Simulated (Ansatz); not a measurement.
System: H4SiNO, charge 0, doublet. H4SiNO (SMILES [NH][SiH2]O, doublet).
B3LYP-D3(BJ)/def2-TZVP minimum from Ansatz (an electronic-structure program):
```
Si
O 1 1.6510
H 2 0.9600 1 119.00
N 1 1.7370 2 118.55 3 82.90
H 4 1.0210 1 118.42 2 1.02
H 1 1.4772 2 105.79 3 -159.01
H 1 1.4839 6 111.85 2 -120.19
```
Charge 0, spin multiplicity 2.

Total energies in hartree (Ansatz). Radicals and triplets start from unrestricted determinants; spin-orbit coupling is neglected. Correlated methods leave the cores frozen. No relativity. For partners of very few electrons the exact lower level stands in for a higher one.

| species | HF/cc-pV(T+d)Z | CCSD(T)/cc-pV(T+d)Z | HF/cc-pV(Q+d)Z | CCSD(T)/cc-pV(Q+d)Z | CCSD(T)/cc-pV(D+d)Z | CCSDT(Q)/cc-pV(D+d)Z |
|---|---|---|---|---|---|---|
| 1: H4SiNO (SMILES [NH][SiH2]O, doublet) | -420.66812 | -421.25587 | -420.68327 | -421.31092 | -421.06830 | -421.07028 |
| 2: O (triplet) | -74.81176 | -74.97396 | -74.81729 | -74.99357 | -74.90995 | -74.91013 |
| 3: Si (triplet) | -288.85649 | -288.93344 | -288.85845 | -288.93781 | -288.91643 | -288.91690 |
| 4: N (quartet) | -54.40069 | -54.51471 | -54.40372 | -54.52482 | -54.47850 | -54.47866 |
| 5: H (doublet) | -0.49981 | -0.49981 | -0.49995 | -0.49995 | -0.49928 | -0.49928 |

**Question.** Work out the atomisation energy (electronic, to ground-state atoms) in kJ/mol: take Hartree-Fock from cc-pV(Q+d)Z, extrapolate the CCSD(T) correlation energy as X^-3 (X = 3, 4), and add CCSDT(Q) - CCSD(T) in cc-pV(D+d)Z. 1 hartree = 2625.5 kJ/mol.

**Answer.** 
Species 1: correlation (64·(-0.62765) - 27·(-0.58775))/37 = -0.65677; step -0.00198; E1 = -420.68327 + (-0.65677) + (-0.00198) = -421.34202
Species 2: correlation (64·(-0.17628) - 27·(-0.16220))/37 = -0.18655; step -0.00018; E2 = -74.81729 + (-0.18655) + (-0.00018) = -75.00402
Species 3: correlation (64·(-0.07936) - 27·(-0.07695))/37 = -0.08112; step -0.00047; E3 = -288.85845 + (-0.08112) + (-0.00047) = -288.94004
Species 4: correlation (64·(-0.12110) - 27·(-0.11402))/37 = -0.12627; step -0.00016; E4 = -54.40372 + (-0.12627) + (-0.00016) = -54.53015
Species 5: correlation (64·(0.00000) - 27·(0.00000))/37 = 0.00000; step +0.00000; E5 = -0.49995 + (0.00000) + (+0.00000) = -0.49995
-1·E1 +1·E2 +1·E3 +1·E4 +4·E5 = 0.86801 hartree = 2279.0 kJ/mol.
